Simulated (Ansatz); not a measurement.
Abridged output of a molecular run in Ansatz:

```
Functional definition: HF
1014 factors; integrals over basis functions are off by at most 1.4e-3 eV
mean field evaluation 1: about -10437.3440 eV, gradient 4.4e1 eV
mean field evaluation 2: about -10437.4655 eV, gradient 4.4e1 eV
mean field evaluation 4: about -10441.6838 eV, gradient 2.8e0 eV
mean field evaluation 8: about -10441.7304 eV, gradient 1.9e-1 eV
mean field -10441.73050658 eV, -383.7265184576 hartree, gradient 1.9e-6 eV, S^2 0.000000; 0 other end points of the search recorded, 0 dependent functions left out
7 core orbitals not correlated: weight in the atoms' cores, before any rotation towards them, 1.000 or more for the frozen orbitals, at most 0.000 for the correlated occupied ones
reference -10441.73050658 eV, -383.7265184576 hartree; 17, 17 occupied and 69, 69 virtual orbitals, 1014 factors
second order -16.18647908 eV of doubles, -0.00000000 eV of singles
cycle   1  -16.54330964 eV  change   -3.6e-1 eV  update   1.1e-1
cycle   2  -16.97468305 eV  change   -4.3e-1 eV  update   3.5e-2
cycle   3  -17.12226792 eV  change   -1.5e-1 eV  update   2.3e-2
cycle   4  -17.12244694 eV  change   -1.8e-4 eV  update   7.4e-3
cycle   5  -17.11577167 eV  change    6.7e-3 eV  update   3.4e-3
cycle   6  -17.11586281 eV  change   -9.1e-5 eV  update   1.5e-3
cycle   7  -17.11580157 eV  change    6.1e-5 eV  update   4.7e-4
cycle   8  -17.11569373 eV  change    1.1e-4 eV  update   1.9e-4
cycle   9  -17.11573898 eV  change   -4.5e-5 eV  update   7.5e-5
cycle  10  -17.11577384 eV  change   -3.5e-5 eV  update   2.5e-5
perturbative correction -0.42413051 eV, -0.0155865087 hartree
Total energy: -10459.27041093 eV, -384.3710980535 hartree
```

Its atoms:

```xyz
9

C     0.799   -0.242    1.013
N     0.196    0.687    0.080
In   -1.088    0.197   -1.350
F    -1.305   -1.748   -1.191
H     1.893   -0.250    0.938
H     0.536   -0.012    2.053
H     0.449   -1.254    0.804
H     0.477    1.643    0.218
H    -1.957    0.979   -2.564
```

Problem. Which basis set was used?
A. cc-pV(T+d)Z
B. def2-SVP
C. cc-pV(Q+d)Z
D. def2-QZVPP

Solution. B. It gives 93 functions.

Problem. Write the keys of the input that set method, charge and spin (a neutral closed shell needs none for the last two).

Solution. 
```yaml
correlation: {method: ccsd_t}
```
